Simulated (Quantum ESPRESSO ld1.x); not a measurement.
Question: All-electron atom: the vanadium ion V+ in [Ar] 3d4. Calculated with ld1.x of Quantum ESPRESSO 7.5: non-relativistic Kohn-Sham, LDA (Slater exchange, Perdew-Zunger correlation), spin-unpolarised, spherical densities, point nucleus. Some entries of the table are withheld. Estimate them.

orbital  occ.  eigenvalue (hartree)  <1/r> (bohr^-1)  r(max) (bohr)
1s          2              -195.336            22.48        0.04419
2s          2              -21.8955              (1)         0.2586
2p          6              -18.5184            4.673            (2)
3s          2              -2.63394            1.460         0.8285
3p          6              -1.72375            1.332            (3)
3d          4              -0.34222           0.9129         0.9114

Answer: 
(1) 2s <1/r> (bohr^-1): 4.724
(2) 2p r(max) (bohr): 0.2090
(3) 3p r(max) (bohr): 0.8503
